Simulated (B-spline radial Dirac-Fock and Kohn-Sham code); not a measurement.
# Photoemission from Co⁵⁺ at 1300 eV, detector at θ = 90°, φ = 0°

System: the Co⁵⁺ ion, [Ar] 3d4. These are calculated numbers from an atomic code on a B-spline grid; the model is Dirac-Hartree-Slater photoionisation with a Latter tail; cross sections with all multipoles, angular parameters from the dipole term and its interference with E2. Thresholds are orbital energies of the model. For linearly polarised light dσ/dΩ = σ/(4π) [1 + β P₂(cos θ) + (δ + γ cos²θ) sin θ cos φ], with θ from the polarisation vector and φ the angle between the beam and the projection of the electron momentum on the plane normal to the polarisation. The dipole factor is 1 + βP₂ and the non-dipole term is the rest of the bracket. Open shells are filled statistically over j.

```tsv
subshell	threshold (eV)	σ (kb)	β	γ	δ	dipole factor	non-dipole term	dσ/dΩ (kb/sr)
2s	1019.8	82.7	2.00	0.11	0.000	0.000	0.000	≈ 0
2p1/2	904.3	127	1.43	0.09	0.020	0.285	+0.020	3.09
2p3/2	888.9	247	1.45	0.10	0.021	0.276	+0.021	5.84
3s	198.3	15.5	2.00	-0.04	0.000	0.000	0.000	≈ 0
3p1/2	162.1	13.8	1.52	0.32	0.014	0.238	+0.014	0.278
3p3/2	160.0	26.8	1.54	0.32	0.015	0.231	+0.015	0.525
3d3/2	99.71	1.87	0.97	0.54	0.092	0.515	+0.092	0.0900
3d5/2	99.41	2.74	0.96	0.54	0.093	0.521	+0.093	0.134
```
